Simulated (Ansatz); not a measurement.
# Ligand exchange: InH3 + HI → InH2I + H2

Species: InH3 `[InH3]`, singlet; HI (hydrogen iodide), singlet; InH2I `[InH2][I]`, singlet; H2 (hydrogen), singlet. The partners trade H for I: In–H and H–I bonds give way to In–I and H–H.

Shapes, held fixed at every level: PBE0-D4/def2-TZVP. Programs: Ansatz 0.2.0. The zero-point and thermal change to 298 K, harmonic and unscaled (PBE0-D4/def2-TZVP), is +3.2 kJ/mol.

| level | kind | ΔH(298 K) (kJ/mol) | less CCSD(T)/def2-TZVPP | CPU time (sum over the molecules) |
| --- | --- | --- | --- | --- |
| HF/def2-SVP | Hartree–Fock | -129.1 | +1.4 | – |
| B3LYP-D4/def2-TZVPP | global hybrid | -135.2 | -4.7 | 8.8 s |
| BHLYP-D4/def2-TZVPP | global hybrid | -139.8 | -9.3 | 7.4 s |
| PBE0-D4/def2-TZVPP | global hybrid | -136.3 | -5.8 | 6.1 s |
| wB97X-V/def2-TZVPP | range-separated hybrid | -131.4 | -0.9 | 16 s |
| B2PLYP/def2-TZVPP | double hybrid | -136.1 | -5.6 | 11 s |
| CCSD(T)/def2-SVP | coupled cluster or CI | -128.7 | +1.8 | 5.1 s |
| CCSD(T)/def2-TZVPP | coupled cluster or CI | -130.5 | 0.0 | 27 s |

The highest level, CCSD(T)/def2-TZVPP, gives ΔH(298 K) = -130.5 kJ/mol; the levels span -139.8 to -128.7. The column of differences is taken from that level and isn't an error. No measured value is set beside it here. For atoms past krypton def2 sets carry core potentials with scalar relativity. Outer-core shells of I, In are correlated, in sets that cover them unevenly. Times are processor times on shared x86 and Arm servers, and rough.
